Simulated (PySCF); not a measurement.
The dipole of `C[SiH2]O[Si@@H](N)[SiH2][SiH3]` from its density and from atomic charges.

Coordinates (GFN2-xTB, Å) and charges (e) from the PBE0/pcSseg-1 density (PySCF):

```json
{"atom": "C1", "x": "2.978", "y": "0.825", "z": "-0.144", "Mulliken": "-0.6612", "IAO": "-0.7445", "Hirshfeld": "-0.2175", "ESP-fitted": "-0.5954"}
{"atom": "Si2", "x": "1.285", "y": "1.546", "z": "-0.604", "Mulliken": "+0.8655", "IAO": "+1.0264", "Hirshfeld": "+0.4092", "ESP-fitted": "+0.8540"}
{"atom": "O3", "x": "0.356", "y": "0.419", "z": "-1.299", "Mulliken": "-0.7408", "IAO": "-0.8861", "Hirshfeld": "-0.3056", "ESP-fitted": "-0.5399"}
{"atom": "Si4", "x": "-0.345", "y": "-1.054", "z": "-1.353", "Mulliken": "+0.9127", "IAO": "+1.0194", "Hirshfeld": "+0.3683", "ESP-fitted": "+0.7812"}
{"atom": "N5", "x": "0.796", "y": "-2.156", "z": "-0.669", "Mulliken": "-0.6488", "IAO": "-0.8568", "Hirshfeld": "-0.3210", "ESP-fitted": "-1.0298"}
{"atom": "Si6", "x": "-2.213", "y": "-1.066", "z": "-0.010", "Mulliken": "-0.1471", "IAO": "+0.0719", "Hirshfeld": "+0.1375", "ESP-fitted": "+0.0143"}
{"atom": "Si7", "x": "-2.683", "y": "0.867", "z": "1.175", "Mulliken": "+0.2057", "IAO": "+0.3043", "Hirshfeld": "+0.2178", "ESP-fitted": "+0.2809"}
{"atom": "H8", "x": "3.609", "y": "1.574", "z": "0.324", "Mulliken": "+0.1382", "IAO": "+0.1593", "Hirshfeld": "+0.0440", "ESP-fitted": "+0.1287"}
{"atom": "H9", "x": "3.504", "y": "0.454", "z": "-1.020", "Mulliken": "+0.1348", "IAO": "+0.1530", "Hirshfeld": "+0.0419", "ESP-fitted": "+0.1457"}
{"atom": "H10", "x": "2.877", "y": "-0.003", "z": "0.553", "Mulliken": "+0.1424", "IAO": "+0.1584", "Hirshfeld": "+0.0420", "ESP-fitted": "+0.1384"}
{"atom": "H11", "x": "0.591", "y": "2.017", "z": "0.599", "Mulliken": "-0.1330", "IAO": "-0.1631", "Hirshfeld": "-0.0871", "ESP-fitted": "-0.1890"}
{"atom": "H12", "x": "1.400", "y": "2.576", "z": "-1.637", "Mulliken": "-0.1278", "IAO": "-0.1511", "Hirshfeld": "-0.0865", "ESP-fitted": "-0.1927"}
{"atom": "H13", "x": "-0.514", "y": "-1.201", "z": "-2.810", "Mulliken": "-0.1224", "IAO": "-0.1661", "Hirshfeld": "-0.0960", "ESP-fitted": "-0.1778"}
{"atom": "H14", "x": "1.763", "y": "-2.081", "z": "-0.946", "Mulliken": "+0.1956", "IAO": "+0.2615", "Hirshfeld": "+0.1155", "ESP-fitted": "+0.3881"}
{"atom": "H15", "x": "0.543", "y": "-3.124", "z": "-0.565", "Mulliken": "+0.1924", "IAO": "+0.2642", "Hirshfeld": "+0.1161", "ESP-fitted": "+0.3769"}
{"atom": "H16", "x": "-2.174", "y": "-2.216", "z": "0.919", "Mulliken": "-0.0215", "IAO": "-0.0811", "Hirshfeld": "-0.0763", "ESP-fitted": "-0.0464"}
{"atom": "H17", "x": "-3.377", "y": "-1.415", "z": "-0.851", "Mulliken": "-0.0274", "IAO": "-0.0856", "Hirshfeld": "-0.0815", "ESP-fitted": "-0.0807"}
{"atom": "H18", "x": "-2.311", "y": "2.074", "z": "0.429", "Mulliken": "-0.0539", "IAO": "-0.0973", "Hirshfeld": "-0.0734", "ESP-fitted": "-0.0963"}
{"atom": "H19", "x": "-4.106", "y": "1.028", "z": "1.501", "Mulliken": "-0.0501", "IAO": "-0.0920", "Hirshfeld": "-0.0728", "ESP-fitted": "-0.0803"}
{"atom": "H20", "x": "-1.984", "y": "0.948", "z": "2.463", "Mulliken": "-0.0532", "IAO": "-0.0947", "Hirshfeld": "-0.0739", "ESP-fitted": "-0.0799"}
```

Problem. What dipole does each set of charges give (1 e·Å = 4.803 D), and what does the density give?

Solution. The full density gives (1.52, -1.42, -0.07) D, 2.08 D in size; dipole vectors point from the negative to the positive end.

```
    scheme     μx     μy     μz  size (D)  share of the full size (%)  angle to the full dipole (°)
  Mulliken   0.15  -0.26  -0.40      0.50                          24                            53
       IAO  -0.09  -0.45  -0.11      0.47                          23                            59
 Hirshfeld   0.60  -0.67   0.04      0.90                          43                             7
ESP-fitted   1.51  -1.41  -0.04      2.07                          99                             1
```

Problem. Which set comes closest?

Solution. Length of the difference vector: ESP-fitted 0.03 D, Hirshfeld 1.19 D, Mulliken 1.82 D, IAO 1.88 D. Closest: ESP-fitted. 

Problem. What is left for the Hirshfeld atoms' own dipoles?

Solution. The shares of the density sum to the whole, so what Σ q r misses lies in dipoles about the nuclei. The atomic dipoles sum to (1.52, -1.42, -0.07) − (0.60, -0.67, 0.04) = (0.92, -0.75, -0.11) D, 1.19 D in size.

Problem. With the origin at the mean of the coordinates, (0.000, 0.001, -0.197) Å, which are the largest single terms, by size, of the Mulliken dipole along the direction of the full one?

Solution. N5 -6.44, C1 -5.13, H14 +2.57, Si7 -2.56, H15 +2.35 D; all 20 atoms together +0.30 D. The single terms depend on the origin, their sum doesn't.

Problem. Give the size of the full dipole in other units.

Solution. 2.08 D = 0.818 au = 0.433 e·Å = 6.93 × 10⁻³⁰ C·m.

One conformer (not necessarily the lowest) at the GFN2-xTB geometry, without solvent, vibrations or thermal averaging.

The values belong to the conformer `[CH3:1][SiH2:2][O:3][Si@@H:4]([NH2:5])[SiH2:6][SiH3:7]`: C1–Si2–O3–Si4 52°, Si2–O3–Si4–N5 -36°, O3–Si4–Si6–Si7 -2°, H–N5–Si4–O3 -44°, H–N5–Si4–O3 177°.
